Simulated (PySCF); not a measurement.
Cl₂Sb, charge +1, multiplicity 1. Atoms are numbered in the order given.

```xyz
3

Sb     0.0000     0.0000     0.5789
Cl     0.0000     1.7250    -0.8683
Cl     0.0000    -1.7250    -0.8683
```
Charge +1, spin multiplicity 1.

Geometry: PBE0-D3(BJ)/def2-TZVP. The spin state was assumed, not searched. The isomer is the one that the SMILES or the coordinates give; other isomers of the formula were not compared. The def2 effective core potentials stand for the cores of Sb; spin–orbit coupling is left out.

These are PySCF with HF/def2-TZVPD values and carry that method's errors.

| Item | Result |
|---|---|
| total energy | -1158.06968 hartree |
| point group | C2v |
| highest occupied level | -17.50 eV |
| lowest empty level | -7.23 eV |
| orbital gap | 10.27 eV |
| dipole moment about the centre of nuclear charge | 2.56 D |
| mean static polarisability | 55.2 bohr³ (8.18 Å³) |
| polarisability, principal values | 40.7, 53.5, 71.3 bohr³ |
